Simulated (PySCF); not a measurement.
TiCl3I, SMILES [Cl][Ti]([Cl])([Cl])[I], multiplicity 1.

The structure is a stationary point at B3LYP-D3(BJ)/def2-SVP. The spin state was assumed, not searched. The structure was generated by enumeration; whether it is a known compound was not checked. The def2 effective core potentials stand for the cores of I; spin–orbit coupling is left out.

Calculation: TDA-ωB97X/def2-SVPD in PySCF 2.14.0.

Vertical excitations; the highest root listed may be one member of a degenerate set. Isolated molecule, no solvent. State labels are in the subgroup Cs.

Problem. Give excitation energies, oscillator strengths and character. (An estimate is asked for; the answer gives what the named calculation found.)

Solution. 
```
state  symmetry  energy (eV)  λ (nm)      f                                              main pairs
-----  --------  -----------  ------  -----  ------------------------------------------------------
S1           A"         3.27     379  0.000                      HOMO−1→LUMO 49 %, HOMO→LUMO+1 48 %
S2           A'         3.37     368  0.003               HOMO→LUMO, HOMO−1→LUMO+1 (degenerate set)
S3           A"         3.37     368  0.003               HOMO→LUMO+1, HOMO−1→LUMO (degenerate set)
S4           A'         3.74     331  0.047  HOMO−1→LUMO+1 40 %, HOMO→LUMO 40 %, HOMO−3→LUMO+2 13 %
S5           A"         3.77     329  0.002                            HOMO→LUMO+2 (degenerate set)
S6           A'         3.77     329  0.002                          HOMO−1→LUMO+2 (degenerate set)
S7           A'         4.11     302  0.001                          HOMO−3→LUMO+1 (degenerate set)
S8           A"         4.11     302  0.001                            HOMO−3→LUMO (degenerate set)
S9           A"         4.16     298  0.000                    HOMO−1→LUMO+3 48 %, HOMO→LUMO+4 48 %
S10          A"         4.23     293  0.002  HOMO→LUMO+4 40 %, HOMO−1→LUMO+3 40 %, HOMO−3→LUMO 16 %
T1           A'         3.03     409      0                      HOMO→LUMO 46 %, HOMO−1→LUMO+1 46 %
T2           A'         3.14     395      0               HOMO−1→LUMO+1, HOMO→LUMO (degenerate set)
T3           A"         3.14     395      0               HOMO−1→LUMO, HOMO→LUMO+1 (degenerate set)
T4           A"         3.26     380      0                      HOMO→LUMO+1 49 %, HOMO−1→LUMO 49 %
```
Triplets are in the Tamm–Dancoff approximation.
